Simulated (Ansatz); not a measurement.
LaCl3, relaxed as a singlet with RKS PBE-D4/def2-SVP in Ansatz, starting from the GFN2-xTB geometry. Force threshold 0.02 eV/Å.

In the def2 sets La takes a core potential; there is no spin–orbit coupling.

Start:

Cartesian coordinates in Å:
```
La 0.898 0.285 0.504
Cl -1.395 1.020 1.153
Cl 0.099 -2.064 0.235
Cl 0.399 0.758 -1.892
```

```tsv
step	energy (eV)	largest force component (eV/Å)	SCF passes
1	-38407.5571	1.332	24
2	-38407.8557	1.538	34
3	-38408.0682	0.574	31
4	-38408.1486	0.241	31
5	-38408.1675	0.012	30
```

Force components are those of the run's own axes.

End:

Cartesian coordinates in Å:
```
La 0.364 0.115 0.204
Cl -1.482 1.345 1.574
Cl 0.373 -2.481 0.432
Cl 0.746 1.021 -2.210
```

By distances, no bond broke or formed. The bond that changes most is La1–Cl4, from 2.49 to 2.61 Å (atoms count from 1).

No frequencies were taken in this run, so the end may be a saddle point.

It took 6.5 s on 4 threads of Arm Neoverse V1 on a shared host.
